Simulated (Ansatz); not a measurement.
PBE exchange is replaced step by step with exact exchange (0 % is PBE, 25 % PBE0; no dispersion term), basis def2-TZVPD, Ansatz. System: Co₂O₂⁻. The state is a doublet with charge -1. Geometry: PBE-D4/def2-SVPD.

Geometry of the doublet:

```tsv
atom	x (Å)	y (Å)	z (Å)
Co1	-0.887	0.450	0.401
Co2	0.906	-0.460	-0.409
O3	-0.795	-1.053	-0.545
O4	0.776	1.062	0.554
```

At PBE-D4/def2-TZVPD, PBE with 5 % exact exchange/def2-TZVPD, PBE with 10 % exact exchange/def2-TZVPD, PBE with 15 % exact exchange/def2-TZVPD and others the charge -1 doublet is spin-contaminated (final ⟨S²⟩ up to 3.72, 0.75 for a pure state). At PBE-D4/def2-TZVPD, PBE with 5 % exact exchange/def2-TZVPD, PBE with 10 % exact exchange/def2-TZVPD, PBE with 15 % exact exchange/def2-TZVPD and others the highest occupied level of the charge -1 doublet lies above zero (up to 0.99 eV). It is a level of α spin, whose loss leaves a singlet; that state wasn't run at this geometry and level. The electron is either unbound and held by the finite basis, or the level is raised by self-interaction error. The geometry of the doublet was relaxed on an unsound state (⟨S²⟩ 2.05, where a pure state has 0.75). The structure comes from a short search, and lower isomers may exist.

HOMO and LUMO are taken over both spins.

| exact exchange (%) | HOMO (eV) | LUMO (eV) | gap (eV) | ⟨S²⟩ |
| --- | --- | --- | --- | --- |
| 0 | 0.99 | 1.46 | 0.47 | 2.016 |
| 5 | 0.74 | 1.72 | 0.98 | 2.277 |
| 10 | 0.55 | 1.90 | 1.34 | 2.450 |
| 25 | 0.40 | 2.25 | 1.85 | 3.424 |
| 35 | 0.19 | 2.42 | 2.23 | 3.623 |
| 50 | -0.15 | 2.76 | 2.91 | 3.719 |

(1) Estimate the row for 15 %.

Answers

(1) 
```
exact exchange (%)  HOMO (eV)  LUMO (eV)  gap (eV)   ⟨S²⟩
                15       0.44       2.01      1.57  2.587
```
